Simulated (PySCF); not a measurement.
An equivalent PySCF input for Se⁺ (selenium, charge +1), [Ar] 3d10 4s2 4p3, high-spin 4S determinant, with scalar relativity by spin-free X2C-1e:

```python
from pyscf import gto, scf, dft, mp, cc
import basis_set_exchange as bse
mol = gto.M(atom="Se 0 0 0", charge=1, spin=3, symmetry="D2h",
            basis=gto.basis.parse(bse.get_basis("x2c-SVPall", elements=["Se"], fmt="nwchem", header=False)),
            nucmod="G")
mf = dft.UKS(mol, xc="M062X").sfx2c1e()
mf.irrep_nelec = {'Ag': (6, 6), 'B1g': (1, 1), 'B2g': (1, 1), 'B3g': (1, 1), 'B1u': (3, 2), 'B2u': (3, 2), 'B3u': (3, 2)}
mf.kernel()
```

It reaches the same state as the run whose output follows, with an energy that differs only through the grid. The run itself started from symmetry-adapted Hartree-Fock orbitals and held the occupation by maximum overlap, on a logarithmic radial grid, so the iterations belong to that start.

```
SCF conv_tol = 1e-09
number electrons alpha = 18  beta = 15
XC functionals = M062X
    Y. Zhao and D. G. Truhlar.,  Theor. Chem. Acc. 120, 215 (2008)
    Y. Zhao and D. G. Truhlar.,  Theor. Chem. Acc. 120, 215 (2008)
cycle= 1 E= -2429.13039208116  delta_E= -0.00124  |g|= 0.0175  |ddm|= 0.126
cycle= 2 E= -2429.13043772754  delta_E= -4.56e-05  |g|= 0.0117  |ddm|= 0.0209
cycle= 3 E= -2429.1304562891  delta_E= -1.86e-05  |g|= 0.000414  |ddm|= 0.00584
cycle= 4 E= -2429.13045644926  delta_E= -1.6e-07  |g|= 2.83e-05  |ddm|= 0.00173
cycle= 5 E= -2429.1304564495  delta_E= -2.38e-10  |g|= 2.18e-06  |ddm|= 3.26e-05
converged SCF energy = -2429.1304564495  <S^2> = 3.7518741  2S+1 = 4.0009369
```
